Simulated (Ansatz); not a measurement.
Ideal-gas functions of CH₃BrMg (`[CH3][Mg][Br]`) at 500 K and 1 bar, from an Ansatz frequency run at PBE0-D4/def2-TZVP.

Molar mass 119.24 g/mol, point group C3v (symmetry number 3), electronic degeneracy 1, moments of inertia 3.136, 309.059, 309.059 u Å². Harmonic wavenumbers (cm⁻¹, unscaled): 100, 100, 299, 581, 581, 608, 1150, 1440, 1440, 3038, 3123, 3123.

Use S(trans) = R[1.5 ln M + 2.5 ln T − 1.1517]; rotational temperatures θ = 24.2544 K / I; S(rot) = R[ln(√π/σ · √(T³/θAθBθC)) + 1.5]; for each mode x = 1.438777 ν̃/T, S = R[x/(eˣ − 1) − ln(1 − e⁻ˣ)] and H = RT x/(eˣ − 1); 1 cm⁻¹ = 0.0119627 kJ/mol; R = 8.31446 J/(mol·K).

By hand: the entropy, in J/(mol·K).

Translation 179.2. Rotation: θ = 7.7342, 0.0785, 0.0785 K, giving 98.3. Vibration, mode by mode: 18.70, 18.70, 9.82, 4.95, 4.95, 4.65, 1.35, 0.69, 0.69, 0.01, 0.01, 0.01, in all 64.5. Electronic 0.0. Sum 342.0 J/(mol·K).

By hand: H − E and G − E in kJ/mol, counted from the electronic energy.

Zero-point energy ½ × 15583 × 0.0119627 = 93.2; thermal vibration 15.6; translation, rotation and pV give 4 RT = 16.6. H − E = 125.4 kJ/mol, and G − E = 125.4 − 500 × 342.0/1000 = -45.6 kJ/mol.

Vibration gives 19 % of the entropy, 37.4 J/(mol·K) of it from the modes under 150 cm⁻¹: soft modes count most, and the harmonic formula is weakest for them.
